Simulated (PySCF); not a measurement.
SMILES Clc1cccc2n[se]nc12, C$_{6}$H$_{3}$ClN$_{2}$Se

Geometry:
```tsv
atom	x (Å)	y (Å)	z (Å)
Cl1	-0.093	3.612	0.009
C2	-0.102	1.896	0.118
C3	-1.269	1.187	0.192
C4	-1.265	-0.239	0.282
C5	-0.106	-0.963	0.300
C6	1.137	-0.264	0.226
N7	2.327	-0.845	0.235
Se8	3.533	0.453	0.121
N9	2.340	1.766	0.065
C10	1.151	1.196	0.131
H11	-2.217	1.727	0.181
H12	-2.227	-0.753	0.338
H13	-0.098	-2.051	0.369
```

Level of theory: quadratic response CAM-B3LYP/aug-cc-pVDZ first hyperpolarisability, Taylor convention, gas phase (PySCF). Geometry: PBE0-D3(BJ)/def2-SVP.

The calculation is non-relativistic, which matters for the atoms heavier than Zn.

(1) What is the first hyperpolarisability, and how does it disperse?

(2) Which lowest excitations, dipole and polarisabilities go with it?

Answers

(1) In au, Taylor convention; the vector part is βᵢ = ⅓ Σⱼ (βᵢⱼⱼ + βⱼᵢⱼ + βⱼⱼᵢ); β∥ is 3/5 of the vector part along the dipole, the dipole points from − to +:
```
                   process  λ (nm)  β vector norm      β∥  β HRS  depolarisation ratio
           static β(0;0,0)       ∞          235.8   -78.2   96.6                  5.19
second harmonic β(−2ω;ω,ω)    1907          260.6   -88.2  105.8                  5.45
         Pockels β(−ω;ω,0)    1907          243.4   -81.3      –                     –
second harmonic β(−2ω;ω,ω)    1064          349.8  -121.7  141.0                  5.29
         Pockels β(−ω;ω,0)    1064          262.5   -89.0      –                     –
```

(2) S1 3.63 eV (f = 0.069); S2 4.26 eV (f = 0.254); S3 4.39 eV (f = 0.000); dipole 1.73 D; isotropic α 125.5 au static, 126.2 au at 1907 nm, 128.0 au at 1064 nm, 128.7 au at 953.5 nm, 138.0 au at 532 nm.
